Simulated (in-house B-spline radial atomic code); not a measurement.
A fraction x of an electron is removed from 4p in Kr²⁺, starting from [Ar] 3d10 4s2 4p4 and keeping the highest spin. Method: non-relativistic SCAN, spin-polarised, spherical fractional occupations, point nucleus. Calculated with a radial B-spline atomic code at the basis-set limit.

```
   x  E(x) - E(0) (eV)  4p down level (eV)
   0            0.0000             -29.817
0.01            0.2987             -29.924
0.19            5.8584             -31.853
0.31            9.7581             -33.141
0.47           15.1982             -34.861
 0.5           16.2489             -35.183
0.51           16.6013             -35.290
0.73           24.6238             -37.637
0.75           25.3787             -37.848
0.99           34.7632             -40.365
   1           35.1674                   -
```

The exact functional would give a straight line between the two integer points. Deviations E(x) - E(0) - x[E(1) - E(0)], in eV: -0.053 at x = 0.01, -0.823 at x = 0.19, -1.144 at x = 0.31, -1.33 at x = 0.47, -1.335 at x = 0.5, -1.334 at x = 0.51, -1.048 at x = 0.73, -0.997 at x = 0.75, -0.053 at x = 0.99.

The curve lies below the straight line by up to 1.335 eV (at x = 0.5): convex, the delocalisation error that favours fractional charges.

(1) How well does Slater's transition state (minus the level at half occupation) give the ionisation energy?

Answers

(1) It gives 35.183 eV against 35.167 eV from the two total energies; NIST lists 35.84 eV, ground level to ground level.
